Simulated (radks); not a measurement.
Values are calculated unless marked as measured or tabulated.
Q: Orbital eigenvalues (eV) of the gadolinium ion Gd+, [Xe] 4f7 5d1 6s1, of relativity; Dirac values are averaged over j with weights 2j + 1. Spin-unpolarised spherical Kohn-Sham, PBE, point nucleus unless stated (finite: rms radius 5.1569 fm), a radial shooting solver on a logarithmic mesh with Libxc functionals. A level marked "c x" has the speed of light scaled by that factor and shares open shells by 2j + 1; other Dirac levels either fill j = l - 1/2 first or share by 2j + 1.

| shell | non-rel. |
|---|---|
| 2p | -7139.9 |
| 3s | -1661.0 |
| 3p | -1498.9 |
| 3d | -1196.8 |
| 4s | -333.24 |
| 4p | -269.81 |
| 4d | -156.76 |
| 5s | -49.774 |
| 5p | -32.618 |
| 4f | -19.177 |
| 5d | -9.0430 |
| 6s | -8.6490 |

Give the values at the level "Dirac, c x 3".

A: 
shell  Dirac, c x 3  change of magnitude (%)
2p          -7164.6                    +0.35
3s          -1678.5                    +1.05
3p          -1505.3                    +0.43
3d          -1195.4                    -0.11
4s          -337.35                    +1.23
4p          -271.20                    +0.52
4d          -156.44                    -0.20
5s          -50.365                    +1.19
5p          -32.721                    +0.32
4f          -18.705                    -2.46
5d          -8.9694                    -0.81
6s          -8.7081                    +0.68
